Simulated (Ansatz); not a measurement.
Consider the formal loss of a carbene: `[SiH3]C[O][ZnH]` → `[CH2]` (triplet) + `[SiH3][O][ZnH]`.

Program: Ansatz. Geometries: PBE0-D4/def2-TZVP. ΔE: electronic, gas phase. CBS: MP2 limit from def2 TZ/QZ plus the TZ coupled-cluster correction, frozen cores. This one scheme is used for every species. DFT in def2-TZVPP. Triplets are unrestricted, without spin–orbit coupling. For Zn outer-core shells are correlated without core-valence functions, which leaves a few kJ/mol of doubt a bond. Scalar relativity is left out up to krypton. One conformer a species, not always the lowest.

CCSD(T)/CBS gives +242.5 kJ/mol.

Question: Another level gave +235.0 kJ/mol. Which?
A. PBE0-D4/def2-TZVPP
B. r2SCAN-D4/def2-TZVPP
C. MP2/def2-TZVPP
D. PBE/def2-TZVPP

Answer: C. MP2/def2-TZVPP 235.0, PBE0-D4 254.6, PBE 268.3, r2SCAN-D4 230.4 kJ/mol.

Largest T1 diagnostic among the species: 0.017.

From PBE to PBE0 (25 % exact exchange), in def2-TZVPP and without D4, ΔE moves by −20.3 kJ/mol. In def2-TZVPP, CCSD(T) changes the Hartree–Fock value by +157.6 kJ/mol (the triples alone add +15.7 kJ/mol) and MP2 by +161.1 kJ/mol. The D4 term adds +12.6 kJ/mol with B3LYP and +6.7 kJ/mol with PBE0; it sums over pairs of atoms, weighted by their polarisabilities, and B3LYP, whose exchange is more repulsive, gets the larger term.

B3LYP here is the variant with VWN-RPA as its local correlation; programs differ in this.
